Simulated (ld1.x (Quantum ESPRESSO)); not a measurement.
# Which change was made? (He, RRKJ)

helium (He), norm-conserving RRKJ (Kleinman–Bylander form), made with ld1.x (Quantum ESPRESSO) 7.5 (LDA (PZ), scalar-relativistic). Core none, reference 1s0.5 (charge +1.5). Waves: 1s (bound): rc 0.30 bohr; 2p channel at 0.5 Ry: rc 0.35 bohr. Local part: the p channel. Core correction: none. rho0 = 0.005.

Cutoffs, loose and tight: the cutoffs (Ry, on a coarse ladder) from which the occupation-weighted sum of valence levels, in a spherical-Bessel basis at the reference potential, stays within 10 and 1 mRy of its value at 400 Ry. They do not see the model core or the augmentation charge, which bear on the density cutoff. Test errors are all-electron minus pseudo excitation energies from the reference, over the configurations 1s2; 1s1; 1s1.5 (two spin-polarised tests are not counted in the largest error); variants that change the core or the reference have their own tests.

The base gives: outcome: generated; bound ghosts: not determined; largest test error (meV): +14.

Task: After one change the result is: outcome: generated; bound ghosts: not determined; largest test error (meV): +25. Which change was it?
A. all radii scaled by about 1.20 (s 0.36, p 0.42 bohr)
B. all radii scaled by about 0.86 (s 0.26, p 0.30 bohr)
C. all radii scaled by about 1.38 (s 0.42, p 0.48 bohr)

Result: A. The others give: all radii scaled by about 0.86 (s 0.26, p 0.30 bohr) → outcome: generated; bound ghosts: not determined; largest test error (meV): +9.1 | all radii scaled by about 1.38 (s 0.42, p 0.48 bohr) → outcome: generated; bound ghosts: not determined; largest test error (meV): +43.
